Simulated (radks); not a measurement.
The numbers below are computed, except where a source is named.
Ionisation ladder of thallium, from Tl61+ to Tl63+. Each ion is in the ground configuration listed by NIST, and IE = E(next ion) - E(this ion). Level of theory: Dirac Kohn-Sham, PBE, spin-unpolarised, spherical densities, point nucleus; open shells are shared between the two j in proportion to 2j + 1 (a radial shooting solver on a logarithmic mesh with Libxc functionals).

| species | configuration | E (hartree) | IE, Delta-SCF (eV) | -e(HOMO) (eV) | HOMO | <r> HOMO (bohr) | IE, NIST (eV) | kind | error (eV) |
|---|---|---|---|---|---|---|---|---|---|
| Tl61+ | [Ar] 3d2 | -16395.0808 | 6489.3 | 6362.6 | 3d5/2 | 0.150 | 6560 | theory | -70.7 |
| Tl62+ | [Ar] 3d1 | -16156.6026 | 6646.8 | 6518.6 | 3d5/2 | 0.149 | 6714 | theory | -67.2 |
| Tl63+ | [Ar] | -15912.3376 | 7343.2 | 7090.3 | 3p3/2 | 0.169 | 7146 | theory | +197.2 |

Reference values: NIST Atomic Spectra Database (exp. = measured, semi-emp. = semi-empirical, theory = theoretical value adopted there). The ionisation energy per charge of the ion left behind rises most, in proportion, at Tl63+ ([Ar]), from 105.50 to 114.74 eV. Spin polarisation and multiplet splitting are left out, so open shells lie too high by an amount that depends on their filling. Sharing an open shell by 2j + 1 raises it above the true ground level by a part of the spin-orbit splitting, which enters the differences from NIST.

Beside tabulated values, note that spin-unpolarised runs miss the spin-polarisation part of the exchange energy of open shells.
